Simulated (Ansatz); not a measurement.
Reactions of CH8SSiSn, SMILES `[CH3][SnH2][SiH2]S`.

Calculated with Ansatz (gas phase, PBE0-D4/def2-TZVP geometries, no zero-point term in ΔE). CBS: MP2 limit from def2 TZ/QZ plus the TZ coupled-cluster correction, frozen cores. This one scheme is used for every species. Functionals use def2-TZVPP. B3LYP here is the variant with VWN-RPA as its local correlation; programs differ in this. def2 core potentials past Kr. For Sn, Te outer-core shells are correlated without core-valence functions, which leaves a few kJ/mol of doubt a bond. Each species was taken in one conformer, which may not be the lowest.

```
                                                                 reaction  CCSD(T)/CBS(def2) (eV)
       `[CH3][SnH2][SiH2]S` + `C=CF` → `[CH3][SnH2]/[CH]=C\F` + `[SiH3]S`                    0.35
             `[CH3][SnH2][SiH2]S` + H₂Te → `S[SiH2][TeH]` + `[CH3][SnH3]`                   -0.34
                          `[CH3][SnH2][SiH2]S` → `[CH3][SnH3]` + `[SiH]S`                       ?
             `[CH3][SnH2][SiH2]S` + CH₃SH → `C[S][SnH2][CH3]` + `[SiH3]S`                   -0.34
      `[CH3][SnH2][SiH2]S` + `OCS[SiH3]` → `COCS[SiH3]` + `S[SiH2][SnH3]`                    0.66
        `[CH3][SnH2][SiH2]S` + `N=C=O` → `[CH3][SnH2][N]=C=O` + `[SiH3]S`                       ?
              `[CH3][SnH2][SiH2]S` + `OCS` → `SCO[SiH2]S` + `[CH3][SnH3]`                   -0.80
            `[CH3][SnH2][SiH2]S` + SiH₄ → `[SiH3][SiH2]S` + `[CH3][SnH3]`                    0.33
`[CH3][SnH2][SiH2]S` + `O[SiH](F)F` → `F[SiH](F)O[SiH2]S` + `[CH3][SnH3]`                       ?
                  `[CH3][SnH2][SiH2]S` + H₂O → `[CH3][SnH2][SiH2]O` + H₂S                   -0.16
```

(1) Fill in the missing values. (An estimate is asked.)

Largest T1 diagnostic: 0.018, for `N=C=O`.

Answers

(1) The calculation gave: `[CH3][SnH2][SiH2]S` → `[CH3][SnH3]` + `[SiH]S`: +2.01 eV; `[CH3][SnH2][SiH2]S` + `N=C=O` → `[CH3][SnH2][N]=C=O` + `[SiH3]S`: -0.30 eV; `[CH3][SnH2][SiH2]S` + `O[SiH](F)F` → `F[SiH](F)O[SiH2]S` + `[CH3][SnH3]`: -0.85 eV.
